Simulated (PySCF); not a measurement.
Simulated outer-valence photoelectron spectrum of `C=N[SiH2]F`. Method: EOM-IP-CCSD/aug-cc-pVDZ in PySCF, restricted Hartree–Fock reference, 8 core orbitals frozen, non-relativistic, gas phase, PBE0-D3(BJ)/def2-SVP geometry.

Each root has a Gaussian of 0.8 eV full width with its one-hole share as area; cross sections and vibrations are left out, and the highest printed point is 100.

```json
{"ionisation energy (eV)": "8.6", "intensity": "0"}
{"ionisation energy (eV)": "8.8", "intensity": "1"}
{"ionisation energy (eV)": "9.0", "intensity": "3"}
{"ionisation energy (eV)": "9.2", "intensity": "11"}
{"ionisation energy (eV)": "9.4", "intensity": "24"}
{"ionisation energy (eV)": "9.6", "intensity": "38"}
{"ionisation energy (eV)": "9.8", "intensity": "42"}
{"ionisation energy (eV)": "10.0", "intensity": "33"}
{"ionisation energy (eV)": "10.2", "intensity": "18"}
{"ionisation energy (eV)": "10.4", "intensity": "7"}
{"ionisation energy (eV)": "10.6", "intensity": "2"}
{"ionisation energy (eV)": "10.8", "intensity": "0"}
{"ionisation energy (eV)": "11.0", "intensity": "0"}
{"ionisation energy (eV)": "11.2", "intensity": "0"}
{"ionisation energy (eV)": "11.4", "intensity": "2"}
{"ionisation energy (eV)": "11.6", "intensity": "7"}
{"ionisation energy (eV)": "11.8", "intensity": "19"}
{"ionisation energy (eV)": "12.0", "intensity": "34"}
{"ionisation energy (eV)": "12.2", "intensity": "45"}
{"ionisation energy (eV)": "12.4", "intensity": "47"}
{"ionisation energy (eV)": "12.6", "intensity": "45"}
{"ionisation energy (eV)": "12.8", "intensity": "46"}
{"ionisation energy (eV)": "13.0", "intensity": "46"}
{"ionisation energy (eV)": "13.2", "intensity": "38"}
{"ionisation energy (eV)": "13.4", "intensity": "27"}
{"ionisation energy (eV)": "13.6", "intensity": "24"}
{"ionisation energy (eV)": "13.8", "intensity": "32"}
{"ionisation energy (eV)": "14.0", "intensity": "41"}
{"ionisation energy (eV)": "14.2", "intensity": "40"}
{"ionisation energy (eV)": "14.4", "intensity": "28"}
{"ionisation energy (eV)": "14.6", "intensity": "16"}
{"ionisation energy (eV)": "14.8", "intensity": "14"}
{"ionisation energy (eV)": "15.0", "intensity": "25"}
{"ionisation energy (eV)": "15.2", "intensity": "46"}
{"ionisation energy (eV)": "15.4", "intensity": "71"}
{"ionisation energy (eV)": "15.6", "intensity": "91"}
{"ionisation energy (eV)": "15.8", "intensity": "100"}
{"ionisation energy (eV)": "16.0", "intensity": "93"}
{"ionisation energy (eV)": "16.2", "intensity": "75"}
{"ionisation energy (eV)": "16.4", "intensity": "60"}
{"ionisation energy (eV)": "16.6", "intensity": "52"}
{"ionisation energy (eV)": "16.8", "intensity": "42"}
{"ionisation energy (eV)": "17.0", "intensity": "27"}
{"ionisation energy (eV)": "17.2", "intensity": "13"}
{"ionisation energy (eV)": "17.4", "intensity": "4"}
{"ionisation energy (eV)": "17.6", "intensity": "1"}
{"ionisation energy (eV)": "17.8", "intensity": "0"}
```

Where are the maxima, and how many lines lie under the curve?

5 maxima, at 9.8, 12.3, 12.9, 14.1 and 15.8 eV, from 8 lines. At this width some lines have no maximum of their own.

List the lines with their holes.

| E (eV) | leading hole (HF orbital) | area | Koopmans (eV) |
| --- | --- | --- | --- |
| 9.76 | HOMO | 0.95 | 11.02 |
| 12.24 | HOMO-1 | 0.95 | 12.57 |
| 13.01 | HOMO-2 | 0.95 | 13.59 |
| 14.08 | HOMO-3 | 0.94 | 15.57 |
| 15.40 | HOMO-4 | 0.94 | 17.08 |
| 15.82 | HOMO-5 | 0.94 | 17.90 |
| 15.99 | HOMO-6 | 0.94 | 18.04 |
| 16.68 | HOMO-7 | 0.93 | 18.52 |

The widest gap, 2.48 eV, lies between 9.76 and 12.24 eV. Only orbitals with −ε under 21 eV, eight at most, were ionised, so the high end of the curve may lack lines.

The values belong to the conformer `[CH2:1]=[N:2][SiH2:3][F:4]`: C1–N2–Si3–F4 -123°.
